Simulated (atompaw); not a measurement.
## oxygen: PAW (atompaw) pseudisation with PBE, scalar-relativistic reference atom.

- Element: oxygen (O)
- Generator: atompaw 4.2.0.5
- Type: PAW
- Functional: PBE
- Relativity: scalar-relativistic
- Frozen core: [He]
- Valence charge: 6
- Reference configuration: 2s2 2p4
- Partial waves: 2s (bound): rc 1.22 bohr; 2s channel at -1.2 Ry: rc 0.80 bohr; 2p (bound): rc 1.25 bohr; 2p channel at 3.4 Ry: rc 1.25 bohr; 3d channel at 0.4 Ry: rc 1.25 bohr
- Local potential: vpsmatchnc scheme with l = 3 at 0 Ry, radius 1.00 bohr
- Core correction: smooth core density matched at 0.80 bohr
- Augmentation charge: besselshape compensation charge, radius 0.90 bohr; PAW radius 1.25 bohr; waves and projectors: custom polynom gramschmidtortho

Poles of the logarithmic derivatives, all-electron (AE) and pseudo (PS). s: poles at 2.1 (AE) and 2.1 (PS) Ry. p: poles at 2.3 (AE) and 2.3 (PS) Ry. d: poles at no energy (AE) and 1.8 (PS) Ry. Test radius 1.25 bohr.

* Cutoffs needed: 45 Ry and 80 Ry (the cutoffs (Ry, on a coarse ladder) from which the occupation-weighted sum of valence levels, in a spherical-Bessel basis at the reference potential, stays within 10 and 1 mRy of its value at 400 Ry)
* Ghost test: no extra level below or beside the all-electron valence levels (s, p, d, f tested) (spherical-Bessel basis up to 400 Ry, 20 bohr box)
* Lowest eigenvalue of the overlap operator: 0.01 (s channel)
* Overlap eigenvalues printed by atompaw (projector basis): 0.0324, 0.591, 4.81, 42.2, 4.57e+04
* Share of each valence orbital outside the PAW sphere: 2s 34 %, 2p 41 %
